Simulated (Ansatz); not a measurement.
CH$_{9}$AlSi$_{2}$ (`[AlH2][CH2][SiH2][SiH3]`), relaxed with RKS PBE-D4/def2-SVP in Ansatz from a rough embedded geometry. The force threshold is 0.03 eV/Å; the program also tests the step.

Total charge 0; spin multiplicity 1.

Start:

```xyz
13

Al   -0.251    2.169    0.165
C    -1.275    0.604   -0.299
Si   -0.538   -0.883    0.507
Si    1.442   -1.493   -0.377
H     1.343    2.286   -0.231
H    -0.887    3.436    0.950
H    -1.274    0.435   -1.388
H    -2.296    0.705    0.068
H    -1.469   -2.044    0.372
H    -0.392   -0.670    1.985
H     1.240   -1.637   -1.818
H     2.363   -0.321   -0.164
H     1.994   -2.587    0.232
```

```csv
step,energy (eV),largest force (eV/Å),largest move (Å)
1,-23513.3588,2.803,0.000
2,-23513.7126,0.968,0.139
3,-23513.7559,0.181,0.126
4,-23513.7628,0.033,0.039
5,-23513.7660,0.034,0.133
6 (rejected),-23513.7660,0.199,0.195
7 (rejected),-23513.7634,0.129,0.098
8,-23513.7677,0.018,0.048
9,-23513.7695,0.041,0.098
10 (rejected),-23513.7694,0.155,0.146
11,-23513.7708,0.046,0.071
13,-23513.7723,0.080,0.111
15,-23513.7746,0.022,0.069
17 (rejected),-23513.7755,0.142,0.169
19,-23513.7775,0.050,0.098
21,-23513.7784,0.102,0.067
23,-23513.7801,0.047,0.021
25,-23513.7833,0.115,0.196
27,-23513.7876,0.139,0.138
29,-23513.8195,0.235,0.194
31,-23513.8412,0.292,0.177
33,-23513.8624,0.039,0.046
35,-23513.8646,0.033,0.041
37,-23513.8653,0.028,0.034
```

End:

```xyz
13

Al    0.239    1.779   -0.013
C    -1.357    0.609   -0.290
Si   -0.922   -1.061    0.459
Si    1.349   -1.181   -0.163
H     0.861    2.596   -1.246
H     0.648    2.117    1.501
H    -1.566    0.498   -1.375
H    -2.266    1.031    0.192
H    -1.699   -2.266   -0.010
H    -0.967   -1.022    1.964
H     1.593   -1.602   -1.588
H     1.722    0.325   -0.171
H     2.365   -1.823    0.740
```

Run time 50 s (4 threads of an Arm Neoverse V1 on a shared host); peak host memory 0.16 GiB.
